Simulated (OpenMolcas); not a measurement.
# Nd2+: moving or changing the point charges

Nd2+ among 2 point charges of -1 e arranged as a linear pair (D∞h), 2.5 Å from the ion.
```
   0.0000    0.0000    2.5000  -1.00
   0.0000    0.0000   -2.5000  -1.00
```

```json
{"Program": "OpenMolcas 26.06", "Method": "CASSCF", "Basis": "ANO-RCC-VDZP [7s6p4d2f1g]", "Scalar Hamiltonian": "DKH2, point nucleus", "Active space": "4 electrons in 7 orbitals (4f)", "State averaging": "2S+1 = 5 even, 35 roots (33 in the spin-orbit step); 2S+1 = 3 even, 126 roots kept (CI in the orbitals of an earlier block, 106 in the spin-orbit step); 2S+1 = 1 even, 91 roots kept (CI in the orbitals of an earlier block, 31 in the spin-orbit step)", "Spin-orbit coupling": "RASSI with atomic mean-field integrals over the reference wave functions"}
```

Runs around this geometry, states (labels by Λ). Energies in cm-1 above the lowest state or level, χT in cm3 K/mol.

| R (Å) | Ground state | First state of that spin | First gap with spin-orbit (degeneracies) | Width of lowest J | χT at 300 K |
| --- | --- | --- | --- | --- | --- |
| 2.5 | 5Σ | 5Π 26.1 | 37.8 (1, 2) | 673 | 1.011 |
| 2.74 | 5Σ | 5Π 18.0 | 28.3 (1, 2) | 519 | 1.020 |
| 2.9 | 5Σ | 5Π 14.6 | 23.9 (1, 2) | 441 | 1.024 |

Taking the width of the lowest J multiplet as R^-n, n = -ln(441 / 673) / ln(2.9 / 2.5) = 2.8 between the shortest and longest distance.

High states are left out of the spin-orbit mixing, which shifts the levels that they would mix with. This is an electrostatic model: the charges have no orbitals. No measured value stands beside these numbers.
